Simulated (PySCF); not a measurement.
Si(H)(OH) (H₂OSi), SMILES O[SiH] (connectivity only; charge and spin as stated), neutral, multiplicity 1. Geometry: PBE0-D3(BJ)/def2-TZVP.

TDDFT-LC-ωPBE/def2-TZVPD (PySCF) puts the lowest singlet excitations at 3.22, 5.64, 6.69, 6.75, 7.77, 7.81 eV.

**Question.** What are the lowest excitation roots from ADC(2)/aug-cc-pVDZ (PySCF)? (Estimate from the structure and the level; the computed values follow.)

**Answer.** 3.45, 5.52, 6.29, 6.47, 6.97, 7.15 eV. S1 differs by 0.23 eV (second minus first; roots are paired by order, and the bases may differ).
